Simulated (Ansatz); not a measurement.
Two structures of Si$_{3}$H$_{7}$F, singlet, reached by relaxing down either side of one saddle point (PBE0-D4/def2-TZVP). Energies are electronic, without zero-point energy. Program: Ansatz 0.2.0. Basis: def2-TZVPP and def2-QZVPP. Cores are frozen in the correlated methods. Extrapolation: Hartree–Fock as exp(−7.88 √X), correlation as X^−2.97. First:

| atom | x (Å) | y (Å) | z (Å) |
| --- | --- | --- | --- |
| Si1 | -1.5182 | -1.2173 | 0.3278 |
| Si2 | 0.2741 | -0.2894 | -0.8657 |
| F3 | 1.3572 | -1.4401 | -1.1902 |
| H4 | -0.2176 | 0.2361 | -2.1708 |
| Si5 | 1.3072 | 1.4402 | 0.3337 |
| H6 | -2.5160 | -0.1379 | 0.5638 |
| H7 | -2.1648 | -2.3191 | -0.4332 |
| H8 | -1.0545 | -1.7369 | 1.6415 |
| H9 | 0.2911 | 2.5033 | 0.5657 |
| H10 | 1.7910 | 0.9443 | 1.6493 |
| H11 | 2.4505 | 2.0171 | -0.4219 |

Second:

| atom | x (Å) | y (Å) | z (Å) |
| --- | --- | --- | --- |
| Si1 | -1.3062 | -1.9464 | 0.4362 |
| Si2 | -0.5914 | 0.8450 | -0.8806 |
| F3 | 0.0105 | -1.1475 | -0.1496 |
| H4 | 0.1625 | 0.5342 | -2.1621 |
| Si5 | 1.3283 | 1.8471 | 0.0937 |
| H6 | -1.8500 | -1.1509 | 1.5532 |
| H7 | -2.2597 | -2.1124 | -0.6770 |
| H8 | -0.7532 | -3.2399 | 0.8934 |
| H9 | 1.4732 | 3.1879 | -0.5517 |
| H10 | 1.1837 | 2.0834 | 1.5592 |
| H11 | 2.6022 | 1.0996 | -0.1148 |

Task: Which bonds change from the first to the second?

Result: Si₃H₇F ([F][SiH]([SiH3])[SiH3]) → Si₂H₄ ([SiH][SiH3]) + SiH₃F ([F][SiH3]); bonds formed: Si1–F3; bonds broken: Si1–Si2, Si2–F3.

Task: Give the saddle point's structure and its height above each. (Judge from chemistry; the value comes from the calculation.)

Result: The calculation gives: 2.300 eV above the first and 0.283 eV above the second (CCSD(T) at an estimated basis limit (MP2 extrapolated from triple and quadruple zeta, plus CCSD(T) − MP2 in triple zeta)).
```
11
angstrom
Si -1.3466 -1.6702 0.3556
Si -0.3079 0.3520 -0.7660
F 0.3376 -1.3464 -0.1965
H 0.1374 0.2701 -2.2003
Si 1.3174 1.8044 0.1311
H -1.7944 -0.9511 1.5691
H -2.4009 -1.8854 -0.6627
H -0.9069 -3.0246 0.7970
H 1.0141 3.1726 -0.3769
H 1.2436 1.8348 1.6172
H 2.7065 1.4438 -0.2676
```

The T1 diagnostic stays at or below 0.015.

Losses and insertions of silylenes and their heavier kin drive the gas-phase chemistry of silicon and germanium vapour deposition.

Labels in which every atom is bracketed show which atoms are joined, not bond orders.

For scale, one of the runs: CCSD(T)/def2-TZVPP, 255 basis functions, launched by `ansatz run in.yaml --threads 4 --pin off --events-out ev --progress --plain --max-ram 9574MiB`. Time: 2.1 min of wall clock on 4 CPU threads of an Intel Xeon; the host was shared. Peak host memory: 5.1 GiB.
